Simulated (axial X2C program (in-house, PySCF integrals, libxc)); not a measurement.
# Low determinants of TaP at the PBE0 level, spin-free

Computed with an in-house relativistic program for diatomic molecules. Spin-free means the one-electron spin-free X2C Hamiltonian. Basis: Ta dyall-cv3z [13s14p9d7f4g], P dyall-v3z [8s7p2d1f] (cores contracted in-house); Gaussian nuclei, density fitting, unrestricted open shells. Masses: Ta 180.948 u, P 30.974 u.

Search at 2.148 Å (vertical energies from the lowest determinant):

```
ΔE (eV)           state  electrons beyond evenly filled partner blocks  electrons in σ, π, δ, φ
   0.00  M_S = 1, Λ = 2                                        σα, δ+α               35 36 13 4
   0.10  M_S = 0, Λ = 0                                   closed shell               36 36 12 4
   0.74  M_S = 0, Λ = 2                                        σα, δ+β               35 36 13 4
   1.12  M_S = 1, Λ = 0                                       δ+α, δ-α               34 36 14 4
   1.13  M_S = 2, Λ = 1                    σα, π+α, π+β, π-α, δ+α, δ-α               35 35 14 4
   1.35  M_S = 1, Λ = 1                    σα, π+α, π+β, π-β, δ+α, δ-α               35 35 14 4
   1.37  M_S = 1, Λ = 3                             π+α, π+β, π-α, δ+α               36 35 13 4
```

Lowest determinant, M_S = 1, Λ = 2 (beyond evenly filled blocks: σα, δ+α): Re = 2.137 Å, ωe = 533.1 cm⁻¹.

The determinant in row 2 of the search, M_S = 0, Λ = 0 (closed shell), was followed along the bond at PBE0; measured from the minimum of the lowest determinant it gives:

Te = 0.062 eV (504 cm⁻¹), Re = 2.101 Å, ωe = 588.8 cm⁻¹.

**Question.** Compare the bond of the determinant in row 2 with that of the lowest one.

**Answer.** At PBE0 its Re is 0.036 Å shorter and its force constant, which goes as ωe², is 1.22 times that of the lowest determinant. T0 ≈ Te + Δωe/2 = 504 + (28) = 532 cm⁻¹.

The search compares states at one distance, so a state with another bond length can lie lower; it is not exhaustive and yields mostly the lowest determinant of each block pattern, so other components and higher states of one pattern are missing. These are energies of single determinants, not of spin-adapted states; PBE0 term energies can be off by some tenths of an eV, and the functional has no current term. The lowest determinant need not be the ground state where others lie within half an eV. Spin–orbit coupling is large for these atoms, so the spin-free order is a model. Row 1 is spin-contaminated (⟨S²⟩ = 2.10 against 2.00), so its values are not those of a pure state.
